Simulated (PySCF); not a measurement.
## Fractional electron number in Er⁺ (erbium, charge +1)

The 6s alpha orbital of [Xe] 4f12 6s1 is emptied in steps (occupation f), with all orbitals relaxed, ending at [Xe] 4f12. Computed with PySCF 2.14 in def2-TZVP with the def2 core potential (28 electrons) (10s8p5d4f1g, 96 functions), with a scalar-relativistic core potential. The exact energy is a straight line in f; departures are measured from the line between the end points of the same method.

```
  f  UHF (eV)
  1     0.000
0.9     0.003
0.7     0.006
0.5     0.008
0.3     0.006
0.1     0.003
  0     0.000
```

Problem. For UHF, how does the orbital energy at f = 1 compare with the removal energy?

Solution. −ε = 11.030 eV against a total-energy difference of 10.999 eV. By Janak's theorem ε = ∂E/∂f, so the gap between them reflects the curvature. Along the path −ε is 11.024 (f = 0.9), 11.011 (f = 0.7), 10.998 (f = 0.5), 10.987 (f = 0.3), 10.975 (f = 0.1) eV.

Reference removal energy between the ground levels: 11.916 ± 0.02 eV (semi-empirical (NIST evaluation); NIST Atomic Spectra Database, ionization energies). The calculation has no spin-orbit coupling. UHF lacks correlation.
